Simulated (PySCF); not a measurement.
He (helium, neutral) across methods

1s1 2p1, high-spin 3P determinant (an excited configuration). Calculation: PySCF 2.14, in aug-cc-pVQZ with one added diffuse shell each of s, p, d, f type (6s5p4d3f, 62 functions); no relativity, point nucleus.

| method | E (hartree) | mean ε 1s α (eV) | mean ε 2p α (eV) | Σ⟨r²⟩ (bohr²) | ⟨S²⟩ |
| --- | --- | --- | --- | --- | --- |
| UHF | -2.12882 | -46.684 | -3.516 | 21.28 | 2.000 |
| M06-L | -2.1481 | -35.421 | -1.892 | 21.38 | 2.000 |
| r2SCAN | -2.1400 | -35.437 | -1.766 | 20.84 | 2.000 |
| PBE0 | -2.1416 | -37.376 | -2.269 | 20.91 | 2.000 |
| PBE | -2.1423 | -34.207 | -1.763 | 20.75 | 2.000 |
| LDA | -2.0854 | -33.312 | -1.666 | 20.68 | 2.000 |
| CAM-B3LYP | -2.1294 | -38.572 | -2.940 | 20.66 | 2.000 |
| TPSSh | -2.1432 | -36.083 | -1.919 | 20.90 | 2.000 |
| B3LYP | -2.1438 | -36.674 | -2.114 | 20.80 | 2.000 |

The outer electron is Rydberg-like, and this basis confines it to a smaller radius and binds it less than a complete one would.
